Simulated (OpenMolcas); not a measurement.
## Pt2+: moving the ligands

Pt2+ with 6 ligands (sulfide) in trigonal prismatic coordination (D3h) at 2.58 Å, a polar angle of 50.1° against the regular 49.1°. A charge of +1.67 e stands 2.8 Å behind each ligand. Ligand basis ANO-RCC-VDZP.

```
Program             : OpenMolcas 26.06
Method              : CASSCF
Basis               : ANO-RCC-VTZP [8s7p5d3f1g]
Scalar Hamiltonian  : DKH2, point nucleus
Active space        : 8 electrons in 5 orbitals (5d)
State averaging     : 2S+1 = 3 even, 10 roots; 2S+1 = 1 even, 15 roots
Spin-orbit coupling : RASSI with atomic mean-field integrals over the reference wave functions
```

Runs around this geometry, states (labels of D3, the rotations of D3h). Energies in cm-1 above the lowest state or level, χT in cm3 K/mol.

```csv
R (Å),Polar angle / regular,Ground state,First state of that spin,First gap with spin-orbit (degeneracies),χT at 300 K,First state of another spin
2.58,0.959,3A2,3A2 2236,"708.7 (1, 2)",1.682,1E 9284
2.41,1.02,3A2,3A2 2862,"862.6 (1, 2)",1.222,1E 7070
2.58,1.02,3A2,3A2 2202,"699.9 (1, 2)",1.712,1E 9310
2.69,1.02,3A2,3A2 1838,"594.8 (1, 2)",2.033,1E 10206
```

Taking the first state of the same spin as R^-n, n = -ln(1838 / 2862) / ln(2.69 / 2.41) = 4.0 between the shortest and longest distance.

Without dynamic correlation the repulsion within the d shell is too large (B by tens of per cent), so at a given field states of lower spin stand too high. Real 4d8 and 5d8 ions are as a rule square planar and diamagnetic. The sulfide ions are held by bare point charges, a crude embedding. With metal d orbitals alone the field can be off either way by tens of per cent. Ligand-to-metal charge-transfer states are missing. With no ligand orbital active B as a rule stays too high, so bands that hang on it stand too high and its fall with covalency is understated. Spin-orbit coupling mixes the spin-free states strongly: the lowest level takes only 65 % from its leading state, 3A2 (figures for R = 2.58, ratio = 0.959; the like holds for R = 2.41, ratio = 1.02, R = 2.58, ratio = 1.02, R = 2.69, ratio = 1.02). The least metal-like active orbital is 83 % on the metal (Löwdin) and no ligand orbital is active, so the numbers are rough (holds for R = 2.58, ratio = 0.959; R = 2.58, ratio = 1.02). The least metal-like active orbital is 72 % on the metal (Löwdin) and no ligand orbital is active, so the numbers are rough (holds for R = 2.41, ratio = 1.02). No measured value stands beside these numbers; the geometry is a model, was not optimised and need not be the one that this ion takes.
